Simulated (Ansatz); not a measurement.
`C[CH](C)[Ge][NH2]` → 3 C• + Ge• + 9 H• + N•  (atomization)

Isolated molecules relaxed with PBE0-D4/def2-TZVP in Ansatz; ΔE leaves out vibrations. CBS: MP2 limit from def2 TZ/QZ plus the TZ coupled-cluster correction, frozen cores. This one scheme is used for every species, atoms too. For atomizations the MP2-based limit and the directly extrapolated one differ by several kJ/mol either way, and by 10 to 25 for some Ge, Se and Sn compounds, so smaller differences from it don't rank the levels. DFT in def2-TZVPP. Open shells (•) are unrestricted, without spin–orbit coupling. Spin–orbit coupling would lower the free atoms: a little for C; clearly for Ge. For Ge outer-core shells are correlated without core-valence functions, so the limit isn't a true one: a few kJ/mol of doubt a bond, and 10 to 20 or more in all where bonds break to atoms. Scalar relativity is left out up to krypton. Each species was taken in one conformer, which may not be the lowest.

`C[CH](C)[Ge][NH2]`:

Cartesian coordinates in Å:
```
C -0.521 1.110 -0.849
C -0.310 -0.390 -0.701
C 1.167 -0.749 -0.604
Ge -1.351 -1.169 0.852
N -0.563 -0.175 2.155
H -0.009 1.497 -1.739
H -1.579 1.373 -0.944
H -0.128 1.661 0.011
H -0.727 -0.886 -1.585
H 1.638 -0.284 0.268
H 1.329 -1.828 -0.520
H 1.718 -0.408 -1.489
H 0.152 0.525 2.022
H -0.816 -0.278 3.124
```

| level | ΔE (eV) |
| --- | --- |
| LDA (SPW92) | 60.99 |
| PBE0 | 53.44 |
| r2SCANh | 53.17 |
| CCSD/CBS(def2) | 52.90 |

Q: What does CCSD(T)/CBS give? (An estimate is asked.)

A: Computed: +53.65 eV. The listed levels differ from it by 7.34, -0.21, -0.48, -0.75 eV.

Largest T1 diagnostic among the species: 0.013.

The D4 term adds +0.53 eV with B3LYP and +0.28 eV with PBE0; it sums over pairs of atoms, weighted by their polarisabilities, and B3LYP, whose exchange is more repulsive, gets the larger term. From BLYP to BHLYP (50 % exact exchange), in def2-TZVPP and without D4, ΔE moves by −1.00 eV: exact exchange takes away binding that semilocal exchange gives to molecules. At CCSD(T), def2-SVP lies −2.81 eV from the extrapolated value and def2-TZVPP −1.32 eV: correlation converges slowly with the basis, and small sets miss more of it in the bonded molecule than in its fragments.

B3LYP here is the variant with VWN-RPA as its local correlation; programs differ in this.
